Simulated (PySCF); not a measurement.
CH₄FGa. Atoms are numbered in the order given.

```xyz
7

Ga    -0.1746    -0.2933     0.0725
H     -0.8757    -1.6346     0.4537
F      1.4388    -0.1443     0.8047
C     -0.7039     1.2392    -1.0335
H     -1.6131     1.6947    -0.6370
H     -0.9145     0.9145    -2.0540
H      0.0914     1.9823    -1.0500
```

Geometry optimised at B3LYP-D3(BJ)/def2-TZVP.

Level of theory: B3LYP-D3(BJ)/def2-TZVP (PySCF).

Frequencies are harmonic and unscaled.

| mode | ν (cm⁻¹) | IR (km/mol) | moving atoms (share of kinetic energy) |
|---|---|---|---|
| 1 | 20 | 0.2 | H 92 % |
| 2 | 169 | 12.0 | F 39 %, C 23 %, Ga 19 %, H 18 % |
| 3 | 422 | 40.7 | H 93 % |
| 4 | 570 | 8.8 | C 64 %, H 18 %, Ga 13 % |
| 5 | 593 | 129.7 | H 82 %, F 9 % |
| 6 | 652 | 53.9 | F 69 %, Ga 18 %, H 12 % |
| 7 | 733 | 46.7 | H 81 %, C 16 % |
| 8 | 778 | 48.9 | H 81 %, C 17 % |
| 9 | 1237 | 5.8 | H 82 %, C 18 % |
| 10 | 1455 | 2.5 | H 95 % |
| 11 | 1459 | 2.3 | H 95 % |
| 12 | 1988 | 176.1 | H 99 % |
| 13 | 3039 | 4.1 | H 97 % |
| 14 | 3107 | 6.0 | H 91 %, C 9 % |
| 15 | 3136 | 4.8 | H 91 %, C 9 % |
